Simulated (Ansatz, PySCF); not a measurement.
Ir(OH) (HIrO), SMILES [OH][Ir] (connectivity only; charge and spin as stated), neutral, multiplicity 3. Atoms are numbered in the order given.

```xyz
3

Ir     0.0016     0.1966     0.0000
O      0.1064    -1.6571     0.0000
H     -0.7846    -2.0338     0.0000
```
Charge 0, spin multiplicity 3.

Geometry optimised at PBE0-D3(BJ)/def2-TZVPD. The spin state was assumed, not searched. The def2 effective core potentials stand for the cores of Ir; spin–orbit coupling is left out.

Two levels are set side by side: PBE-D3(BJ)/def2-TZVPD (Ansatz, a first-principles code) and PBE0-D3(BJ)/def2-TZVPD (Ansatz). Each level has its own optimised geometry; the coordinates shown are those of the second. Frequencies come from the Hessian of PySCF at each geometry. Differences are taken from unrounded values.

```json
[
 {"quantity": "mean bond length (Å)", "PBE0-D3(BJ)": "1.412", "PBE-D3(BJ)": "1.425", "PBE-D3(BJ) minus PBE0-D3(BJ)": "0.013"},
 {"quantity": "bond Ir1–O2 (Å)", "PBE0-D3(BJ)": "1.857", "PBE-D3(BJ)": "1.867", "PBE-D3(BJ) minus PBE0-D3(BJ)": "0.010"},
 {"quantity": "bond O2–H3 (Å)", "PBE0-D3(BJ)": "0.967", "PBE-D3(BJ)": "0.983", "PBE-D3(BJ) minus PBE0-D3(BJ)": "0.015"},
 {"quantity": "highest harmonic wavenumber (cm⁻¹)", "PBE0-D3(BJ)": "3761", "PBE-D3(BJ)": "3542", "PBE-D3(BJ) minus PBE0-D3(BJ)": "-219"},
 {"quantity": "mean harmonic wavenumber (cm⁻¹)", "PBE0-D3(BJ)": "1809", "PBE-D3(BJ)": "1723", "PBE-D3(BJ) minus PBE0-D3(BJ)": "-86"},
 {"quantity": "zero-point energy (kcal/mol)", "PBE0-D3(BJ)": "7.76", "PBE-D3(BJ)": "7.39", "PBE-D3(BJ) minus PBE0-D3(BJ)": "-0.37"}
]
```

GGA bonds tend to be longer and softer than those of functionals with exact exchange. Differences between two approximate levels are no errors against the true value.
